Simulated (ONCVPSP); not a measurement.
## antimony (Sb), ONCV: configuration errors across variants

| Item | Value |
| --- | --- |
| Element | antimony |
| Generator | ONCVPSP 4.0.1 |
| Type | optimised norm-conserving Vanderbilt (ONCV) |
| Functional | PW91 |
| Relativity | scalar-relativistic |
| Frozen core | [Ar] 3d10 |
| Valence charge | 23 |
| Reference configuration | 4s2 4p6 4d10 5s2 5p3 |
| Partial waves | 4s+5s: rc 1.30 bohr, ncon 3, nbas 7, qcut 7.2 1/bohr, 3 projectors, debl 4 Ha; 4p+5p: rc 1.60 bohr, ncon 4, nbas 8, qcut 7.5 1/bohr, 3 projectors, debl 3.5 Ha; 4d: rc 1.00 bohr, ncon 4, nbas 7, qcut 10.5 1/bohr, 1 projector |
| Local potential | polynomial inside 0.95 bohr (lpopt 5, dvloc0 4 Ha) |
| Core correction | Teter function, fcfact 1.5, rcfact 1.6 |

All-electron excitation energies from the reference (eV): (1) 4s2 4p6 4d10 5s2 5p2 8.375; (2) 4s2 4p6 4d10 5s2 5p1 24.422; (3) 4s2 4p6 4d10 5s2 5p0 48.931; (4) 4s2 4p5 4d10 5s2 5p3 109.988.

2 further variants failed, have other tests or another functional or relativity, and are left out.

Errors AE − PS in meV (a dash: test not solved or not reliable):

```csv
change,(1),(2),(3),(4),bound ghosts,GHOST(+) flags above zero
base,-1.8,-5.6,-12,-84,none,s
s: rc 1.02,-1.9,-5.7,-12,-88,none,s
"core correction Teter function, fcfact 1.5, rcfact 2.02",-1.9,-5.7,-12,-94,none,s
p: rc 1.56,-1.8,-5.6,-12,-93,none,s
core correction none,-1.8,-5.5,-11,-80,none,s
```

Q: Give the same row for: p: ncon 5, nbas 9.

A: -1.8, -5.6, -12, -104; bound ghosts: none; GHOST(+) flags above zero: s.
